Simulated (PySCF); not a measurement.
A GIAO shielding run with PySCF (density fitting, non-relativistic, gas phase) on SMILES C=C(Cl)C[SiH2][SiH2][SiH2]Cl, C$_{3}$H$_{10}$Cl$_{2}$Si$_{3}$:

```
$ OMP_NUM_THREADS=1 python probes_run.py task.json out

{"job": {"kind": "nmr", "xc": "PBE0", "basis": "pcSseg-1"}, "charge": 0, "multiplicity": 1}
C     -3.057287    -0.848231     0.399910
C     -1.746813    -0.727293     0.278941
Cl    -1.004860    -1.041258    -1.268974
C     -0.794328    -0.299772     1.323927
Si    -0.023358     1.418058     0.928730
Si     1.432877     1.271636    -0.879742
Si     2.547217    -0.737489    -1.223657
Cl     2.539155    -1.827508     0.501124
H     -3.534652    -0.659227     1.344893
H     -3.689333    -1.141045    -0.418855
H      0.011494    -1.029136     1.411208
H     -1.314520    -0.267569     2.279955
H     -1.159356     2.334364     0.748706
H      0.631724     1.828128     2.179380
H      0.760877     1.632486    -2.137599
H      2.447310     2.332970    -0.724653
H      3.968869    -0.606182    -1.553782
H      1.976225    -1.626613    -2.234492
```

Hardware: 1 thread of an Arm Neoverse N1, shared host. The job also computes population analyses, field gradients.

Task: How large is the calculation?

Result: 104 electrons, 221 basis functions and 1266 auxiliary functions.

Task: How long does it take, and how much memory does it need?

Result: 89 s of wall time, with 14 SCF cycles and 5 response iterations; peak memory 1.1 GiB. Times on a shared host scatter by some tens of per cent.
